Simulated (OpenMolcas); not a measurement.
## Rh III: terms and fine structure

```json
{
  "Program": "OpenMolcas 26.06",
  "Method": "SS-CASPT2, IPEA 0.25 Eh, imaginary shift 0.1 Eh (closed shells correlated: 4s 4p)",
  "Basis": "ANO-RCC-VTZP [7s6p4d2f1g]",
  "Scalar Hamiltonian": "DKH2, point nucleus",
  "Active space": "7 electrons in 10 orbitals (4d 5d)",
  "State averaging": "2S+1 = 4 even, 10 roots; 2S+1 = 2 even, 40 roots",
  "Spin-orbit coupling": "RASSI with atomic mean-field integrals over the reference wave functions, term energies averaged over their components"
}
```

Spin-free terms above the lowest, with the occupations of the reference (each correlating shell added to its valence partner):

```tsv
Configuration	Term	E (cm⁻¹)	Occupations
4d⁷	⁴F	0.0	4d 7.00
4d⁷	⁴P	9900	4d 7.00
4d⁷	²G	12390	4d 7.00
4d⁷	²P	14900	4d 7.00
4d⁷	²H	16580	4d 7.00
4d⁷	²D(1)	17230	4d 7.00
4d⁷	²F	26110	4d 7.00
4d⁷	²D(2)	42550	4d 7.00
```

With spin-orbit coupling, above the lowest level:

| Configuration | Term | J | E (cm⁻¹) | Measured (cm⁻¹) | g | Term weight % | Second |
| --- | --- | --- | --- | --- | --- | --- | --- |
| 4d⁷ | ⁴F | 9/2 | 0.0 | 0.0 | 1.329 | 98 | 2 ²G |
| 4d⁷ | ⁴F | 7/2 | 2060 | 2148 | 1.237 | 99 |  |
| 4d⁷ | ⁴F | 5/2 | 3370 | 3486 | 1.031 | 98 |  |
| 4d⁷ | ⁴F | 3/2 | 4190 | 4322 | 0.411 | 97 | 3 ²D(1) |
| 4d⁷ | ⁴P | 3/2 | 11200 | 10997 | 1.644 | 79 | 20 ²P |
| 4d⁷ | ⁴P | 5/2 | 11230 | 11062 | 1.593 | 98 |  |
| 4d⁷ | ⁴P | 1/2 | 12600 |  | 2.506 | 92 | 8 ²P |
| 4d⁷ | ²G | 9/2 | 13410 |  | 1.095 | 88 | 10 ²H |
| 4d⁷ | ²G | 7/2 | 15430 |  | 0.893 | 99 |  |
| 4d⁷ | ²P | 3/2 | 16440 |  | 1.282 | 58 | 22 ²D(1) |
| 4d⁷ | ²H | 11/2 | 18120 |  | 1.091 | 100 |  |
| 4d⁷ | ²P | 1/2 | 18390 |  | 0.830 | 92 | 8 ⁴P |
| 4d⁷ | ²D(1) | 5/2 | 18910 |  | 1.204 | 97 |  |
| 4d⁷ | ²H | 9/2 | 20160 |  | 0.930 | 90 | 10 ²G |
| 4d⁷ | ²D(1) | 3/2 | 22290 |  | 0.930 | 74 | 22 ²P |
| 4d⁷ | ²F | 5/2 | 27660 |  | 0.862 | 98 |  |
| 4d⁷ | ²F | 7/2 | 28730 |  | 1.141 | 99 |  |
| 4d⁷ | ²D(2) | 3/2 | 44250 |  | 0.800 | 100 |  |
| 4d⁷ | ²D(2) | 5/2 | 45440 |  | 1.197 | 98 |  |

Against the 5 measured excited levels shown (the list in Shadmi, J. Res. Natl. Bur. Stand. 70A, 435 (1966)) the mean absolute deviation is 140 cm-1; the largest miss in energy is 4d⁷ ⁴P_3/2: computed 11200, measured 10997 cm⁻¹ (+1.8 %), and the largest in proportion 4d⁷ ⁴F_7/2 (-3.9 %).

Spin-orbit coupling puts the lowest level 2156 cm⁻¹ below the lowest spin-free term.

A least-squares Racah fit to the terms below 60000 cm-1, each weighted by 2L + 1 and with a free common offset, gives B = 684 cm-1 and C = 3304 cm-1 (C/B = 4.83), with an rms deviation of 440 cm-1.

For ⁴F the intervals divided by the larger J are -328.7, -371.9, -458.5 cm-1. Landé's interval rule makes them equal in pure LS coupling; they differ by 34 % of their mean. The multiplet is inverted.

CASPT2 does not keep the components of a term degenerate, so their means are used; among the terms shown or strongly mixed into the levels shown the widest spread is 250 cm-1 (4d⁷ ²H). Active for correlation alone: 5d; no level in the range computed is led by a configuration that fills it, so any true level of that kind is missing. Computed and measured levels are paired by configuration, term and J; levels that our copy of the source lacks, or whose pairing is in doubt (as where it misses far off the trend of its configuration), stay unpaired and out of the deviations. Only configurations of the active space appear. The first state left out of the spin-orbit step lies near 220000 cm-1 above the lowest spin-free state of the reference (among the parities and spins computed), and the list stops at four fifths of that energy or lower.

The term weight is that of the spin-free term in the level, not the purity of its configuration. A number in round brackets counts repeated terms of one configuration in the order of the reference energies.
